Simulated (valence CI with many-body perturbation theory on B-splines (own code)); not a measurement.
Results of a calculation; reference values are marked as such.
**Hyperfine factors and g values of Cd³⁴⁺**

Level of theory: relativistic CI+MBPT: four valence electrons over a frozen Dirac-Fock core [Ne], radial functions for each j: 11 s, 11 p, 9 d, 7 f, 5 g, 2 h, 1 i, with the one-electron correlation potential Σ1, the two-electron term Σ2, the three-electron term Σ3, Breit, model QED; selected CI, second order for the rest (own B-spline code, finite nucleus).

The last digits are not significant, and no measured levels were compared; by estimate large intervals hold to a few tenths of a per cent, small ones and those within an open d or f shell to about a per cent.

A/g_I is the dipole constant over the nuclear g factor μ/I (μ in nuclear magnetons, uniformly magnetised nucleus), B/Q the quadrupole constant per barn. Both hold the static response of the core; the bare values leave it out. Large factors of s and p1/2 electrons are usually good to 5 to 10 %; those of open d and f shells near neutrality can be off by tens of per cent, and small factors of p3/2, d and f electrons come from cancelling terms and can be off by a factor of two or in sign, in half-filled shells by more. B is blank for J = 1/2, where it vanishes, and for nearly pure S terms. Energies count from the lowest level. Levels with J = 0 are left out.

Levels are named by their leading jj configuration (3d3/2^4 stands for four electrons in 3d with j = 3/2), which in mixed levels can hold well under half, so a name can repeat and another be missing. Letters in brackets count levels of one name in rising energy.

```csv
Level,E (cm⁻¹),g,A/g_I (MHz),A/g_I bare,B/Q (MHz/b),B/Q bare
(3s^2 3p1/2 3p3/2) J=1,327310,1.497,-11600,-9910,43800,42900
(3s^2 3p1/2 3p3/2) J=2,370990,1.208,104000,102000,61500,60300
(3s^2 3p3/2^2) J=2,730100,1.283,49800,49400,26000,25400
(3s 3p1/2^2 3p3/2) J=2,1005500,1.696,243000,238000,55900,54700
(3s 3p1/2^2 3p3/2) J=1,1144800,0.903,-132000,-127000,65400,64100
(3s 3p1/2 3p3/2^2) J=2 [a],1300200,1.463,154000,151000,44000,43200
(3s^2 3p1/2 3d3/2) J=2,1335500,0.819,81700,80500,2600,3370
(3s 3p1/2 3p3/2^2) J=3,1373800,1.310,190000,186000,-16700,-16100
(3s 3p1/2 3p3/2^2) J=1 [a],1489500,1.170,46400,46600,-40500,-39600
(3s 3p1/2 3p3/2^2) J=2 [b],1515800,1.043,-12000,-10500,5850,6270
(3s^2 3p1/2 3d5/2) J=3,1531200,1.120,77000,75900,41100,41200
(3s^2 3p1/2 3d3/2) J=1,1550200,1.091,172000,168000,-27600,-26900
(3s^2 3p1/2 3d5/2) J=2,1597300,1.277,59400,59000,7690,7920
(3s 3p1/2 3p3/2^2) J=1 [b],1618800,1.316,17500,19000,28700,28200
(3s^2 3p3/2 3d5/2) J=2 [a],1752100,1.319,130000,128000,-62800,-61300
(3s^2 3p3/2 3d5/2) J=4,1812800,1.246,23700,24300,107000,106000
(3s^2 3p3/2 3d3/2) J=1,1844800,1.164,42200,42400,-33000,-32600
(3s^2 3p3/2 3d3/2) J=2,1848200,1.064,18100,18900,-13600,-13200
(3s^2 3p3/2 3d3/2) J=3,1856300,1.190,44400,44600,43900,43600
(3s^2 3p3/2 3d5/2) J=1,1981000,1.299,-83800,-79200,-9980,-9690
(3s^2 3p3/2 3d5/2) J=2 [b],1994900,1.284,137000,135000,-67000,-65600
(3s^2 3p3/2 3d5/2) J=3,1999600,1.112,29800,29900,42200,42400
(3s 3p1/2^2 3d3/2) J=1,2031200,0.304,-171000,-166000,5330,5670
(3s 3p1/2^2 3d3/2) J=2,2051500,1.204,174000,170000,14100,14500
(3s 3p3/2^3) J=1,2101600,1.026,-62600,-59500,-1380,-1120
(3s 3p1/2^2 3d5/2) J=3,2156400,1.377,133000,131000,21900,22600
(3p1/2^2 3p3/2^2) J=2,2165100,1.229,-9860,-7590,-15600,-14900
(3s 3p1/2 3p3/2 3d3/2) J=2 [a],2294800,0.959,13800,14500,-977,-593
(3s 3p1/2 3p3/2 3d3/2) J=1 [a],2307400,1.261,127000,125000,-42200,-41700
(3s 3p1/2 3p3/2 3d3/2) J=3 [a],2326700,1.216,138000,136000,-16500,-15900
(3s 3p1/2 3p3/2 3d3/2) J=2 [b],2341500,1.185,79800,79000,-13900,-13500
(3s 3p1/2 3p3/2 3d5/2) J=4 [a],2363900,1.326,116000,114000,46500,46600
(3s 3p1/2 3p3/2 3d5/2) J=4 [b],2390000,1.345,138000,136000,69900,69000
(3s 3p1/2 3p3/2 3d5/2) J=3 [a],2448900,1.417,130000,128000,35500,34900
```

(1) Take the isotope of mass number 113, with I = 1/2, μ = -0.6213 μN. What is the hyperfine structure of (3s^2 3p3/2^2) J=2?

## Answers

(1) From the table A = -61800 MHz. Shifts from the centre of gravity in MHz: F = 3/2: 92700, F = 5/2: -61800.
